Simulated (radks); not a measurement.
The niobium ion Nb3+, configuration [Kr] 4d2. All-electron calculation, Dirac Kohn-Sham, BLYP, spin-unpolarised, spherical densities, finite nucleus; open shells are shared between the two j in proportion to 2j + 1; Fermi nuclear charge, rms radius 4.324 fm. Program: a radial shooting solver on a logarithmic mesh with Libxc functionals.

Normalised radial functions P(r) = r R(r) (large component), r in bohr:

r          3d3/2   3d5/2    4d5/2
0.002403  0.0000  0.0000   0.0000
0.003154  0.0001  0.0000   0.0000
0.004107  0.0001  0.0001   0.0000
0.00539   0.0003  0.0002   0.0001
0.007075  0.0006  0.0005   0.0002
0.009213  0.0013  0.0011   0.0003
0.01209   0.0026  0.0023   0.0007
0.01587   0.0055  0.0050   0.0015
0.02067   0.0112  0.0102   0.0031
0.02713   0.0227  0.0212   0.0064
0.03561   0.0454  0.0429   0.0130
0.04637   0.0863  0.0824   0.0250
0.06086   0.1614  0.1555   0.0470
0.07989   0.2879  0.2794   0.0842
0.104     0.4767  0.4654   0.1394
0.1365    0.7447  0.7311   0.2163
0.1792    1.0623  1.0479   0.3027
0.2334    1.3508  1.3384   0.3687
0.3063    1.5229  1.5158   0.3746
0.3989    1.4790  1.4787   0.2775
0.5236    1.2059  1.2118   0.0556
0.6872    0.7995  0.8081  -0.2552
0.8948    0.4235  0.4309  -0.5596
1.175     0.1633  0.1675  -0.7699
1.542     0.0430  0.0445  -0.8002
2.007     0.0074  0.0078  -0.6656
2.635     0.0007  0.0007  -0.4354
3.459     0.0000  0.0000  -0.2133
4.504     0.0000  0.0000  -0.0736
5.911     0.0000  0.0000  -0.0149

3d3/2: eigenvalue -229.22 eV, 0 radial nodes, <r> = 0.431 bohr, 90 % of the charge inside 0.691 bohr. 3d5/2: eigenvalue -226.33 eV, 0 radial nodes, <r> = 0.434 bohr, 90 % of the charge inside 0.697 bohr. 4d5/2: eigenvalue -30.408 eV, 1 radial node at r = 0.552 bohr, <r> = 1.73 bohr, 90 % of the charge inside 2.68 bohr.
